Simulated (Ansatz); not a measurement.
F2H3Si2 (`F[Si](F)[SiH3]`) radical, relaxed with UKS PBE0-D4/def2-TZVP in Ansatz 0.2.0 from a PBE-D4/def2-SVP geometry. The force threshold is 0.005 eV/Å; the program also tests the step.

Charge 0, multiplicity 2.

Start:

```xyz
7

F     1.503    1.551    1.081
Si    0.054    0.787    1.218
F     0.254   -0.366    2.374
Si   -0.372   -0.332   -0.850
H     0.742   -1.280   -1.210
H    -0.516    0.722   -1.912
H    -1.665   -1.082   -0.702
```

```tsv
step	energy (eV)	largest force (eV/Å)	largest move (Å)
1	-21230.9708	1.245	0.000
2	-21231.0039	0.885	0.057
3	-21231.0204	0.698	0.018
4	-21231.0367	0.339	0.032
5	-21231.0420	0.063	0.030
6	-21231.0424	0.030	0.006
7	-21231.0426	0.022	0.007
8	-21231.0426	0.016	0.004
9	-21231.0426	0.002	0.002
```

End:

```xyz
7

F     1.468    1.535    1.100
Si    0.070    0.763    1.204
F     0.268   -0.332    2.354
Si   -0.367   -0.336   -0.851
H     0.720   -1.281   -1.221
H    -0.509    0.716   -1.890
H    -1.651   -1.065   -0.695
```

Run time 22 s (4 threads of an Intel Xeon Platinum 8488C on a shared host); peak host memory 0.43 GiB.
